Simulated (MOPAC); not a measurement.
Job for MOPAC: AM1 on BrGeHS (SMILES [SH][Ge][Br]), a point of a torsion scan.

```
AM1 1SCF PRECISE CHARGE=0 THREADS=1
BrGeHS

S     -1.38134521 1     0.45626363 1     0.46180035 1
Ge     0.75949598 1     0.88765576 1    -0.23697711 1
Br     0.39025964 1     2.40031256 1    -2.01913413 1
H     -1.49477587 1    -0.57156311 1    -0.37611169 1
```

The log:

```
*******************************************************************************
 **                                                                           **
 **                              MOPAC v23.2.5                                **
 **                                                                           **
 *******************************************************************************
 ** MOPAC's Digital Object Identifier: https://doi.org/10.5281/zenodo.6511958 **
 **                                                                           **
 ** Please cite the open-source release paper for use of this MOPAC version:  **
 ** J. E. Moussa and J. J. P. Stewart (2026)                                  **
 ** MOPAC: An open-source semiempirical molecular orbital program             **
 ** J. Open Source Softw., 11(119), 8025, https://doi.org/10.21105/joss.08025 **
 *******************************************************************************

                              AM1 CALCULATION RESULTS

 *******************************************************************************
 *  AM1        - The AM1 Hamiltonian to be used
 *
 *
 *
 *                 CHARGE ON SYSTEM = 0
 *
 *
 *
 *  PRECISE    - TIGHTER CRITERIA TO BE USED
 *  1SCF       - DO 1 SCF AND THEN STOP
 *  THREADS=1  - MULTI-THREADING NOT USED
 *  T=         - A TIME OF 172800.0 SECONDS REQUESTED
 *  DUMP=N     - RESTART FILE WRITTEN EVERY 7200.0 SECONDS REQUESTED
 *******************************************************************************
AM1 1SCF PRECISE CHARGE=0 THREADS=1
 BrGeHS

   ATOM   CHEMICAL          X               Y               Z
  NUMBER   SYMBOL      (ANGSTROMS)     (ANGSTROMS)     (ANGSTROMS)

     1       S         -1.38134521  *   0.45626363  *   0.46180035  *
     2      Ge          0.75949598  *   0.88765576  *  -0.23697711  *
     3      Br          0.39025964  *   2.40031256  *  -2.01913413  *
     4       H         -1.49477587  *  -0.57156311  *  -0.37611169  *



          CARTESIAN COORDINATES

    NO.       ATOM           X           Y           Z

     1         S         -1.3813      0.4563      0.4618
     2        Ge          0.7595      0.8877     -0.2370
     3        Br          0.3903      2.4003     -2.0191
     4         H         -1.4948     -0.5716     -0.3761

  H: (AM1): M.J.S. DEWAR ET AL, J. AM. CHEM. SOC. 107 3902-3909 (1985)
  S: (AM1): M.J.S. DEWAR, Y-C YUAN, INORGANIC CHEMISTRY, 29, 3881:3890,  (1990)
 Ge: (AM1): M.J.S.Dewar and C.Jie, Organometallics, 8, 1544, (1989)
 Br: (AM1): M.J.S. DEWAR AND E. G. ZOEBISCH, THEOCHEM, 180, 1 (1988).

           Empirical Formula: H S Ge Br  =     4 atoms



      MOLECULAR POINT GROUP   :   C1


      RHF CALCULATION, NO. OF DOUBLY OCCUPIED LEVELS = 9


 -------------------------------------------------------------------------------
 AM1 1SCF PRECISE CHARGE=0 THREADS=1
 BrGeHS



     1SCF WAS SPECIFIED, SO BFGS WAS NOT USED
     SCF FIELD WAS ACHIEVED


                              AM1 CALCULATION
                                                       MOPAC v23.2.5 Linux




          FINAL HEAT OF FORMATION =         31.33599 KCAL/MOL =     131.10977 KJ/MOL


          COSMO AREA              =        125.09 SQUARE ANGSTROMS
          COSMO VOLUME            =        118.15 CUBIC ANGSTROMS

          IONIZATION POTENTIAL    =          9.261167 EV
          HOMO LUMO ENERGIES (EV) =         -9.261 -3.012
          NO. OF FILLED LEVELS    =          9
          MOLECULAR WEIGHT        =        185.5619         POINT GROUP:  C1

          MOLECULAR DIMENSIONS (Angstroms)

            Atom       Atom       Distance
            H     4   Br     3     3.88393
           Ge     2   Br     3     1.61252
           Br     3    S     1     1.12827


          SCF CALCULATIONS        =          1





   ATOM   CHEMICAL          X               Y               Z
  NUMBER   SYMBOL      (ANGSTROMS)     (ANGSTROMS)     (ANGSTROMS)

     1       S         -1.38134521  *   0.45626363  *   0.46180035  *
     2      Ge          0.75949598  *   0.88765576  *  -0.23697711  *
     3      Br          0.39025964  *   2.40031256  *  -2.01913413  *
     4       H         -1.49477587  *  -0.57156311  *  -0.37611169  *

                             CARTESIAN COORDINATES

   1    S       -1.381345210     0.456263630     0.461800350
   2   Ge        0.759495980     0.887655760    -0.236977110
   3   Br        0.390259640     2.400312560    -2.019134130
   4    H       -1.494775870    -0.571563110    -0.376111690


           Empirical Formula: H S Ge Br  =     4 atoms



      MOLECULAR POINT GROUP   :   C1


                  EIGENVALUES
 -30.91557 -19.61244 -14.75103 -13.56318 -12.20570 -11.63167 -11.54096 -10.18316
  -9.26117  -3.01241  -1.83761  -1.37568   0.88415


              NET ATOMIC CHARGES AND DIPOLE CONTRIBUTIONS

  ATOM NO.   TYPE          CHARGE      No. of ELECS.   s-Pop       p-Pop
    1          S          -0.445201        6.4452     1.92934     4.51586
    2         Ge           0.664785        3.3352     1.46694     1.86827
    3         Br          -0.319165        7.3192     1.97335     5.34582
    4          H           0.099581        0.9004     0.90042
 DIPOLE           X         Y         Z       TOTAL
 POINT-CHG.     4.066    -2.094     1.171     4.721
 HYBRID        -3.094     0.723    -1.648     3.579
 SUM            0.972    -1.371    -0.476     1.747


          ATOMIC ORBITAL ELECTRON POPULATIONS

     Atom    s        px        py        pz
    1  S   1.92934   1.44489   1.47868   1.59230
    2 Ge   1.46694   1.04299   0.39609   0.42920
    3 Br   1.97335   1.97085   1.73021   1.64476
    4  H   0.90042

 **********************
 *                    *
 * JOB ENDED NORMALLY *
 *                    *
 **********************




 == MOPAC DONE ==
```

The run finished.

Cost: roughly 0.020 core-seconds.
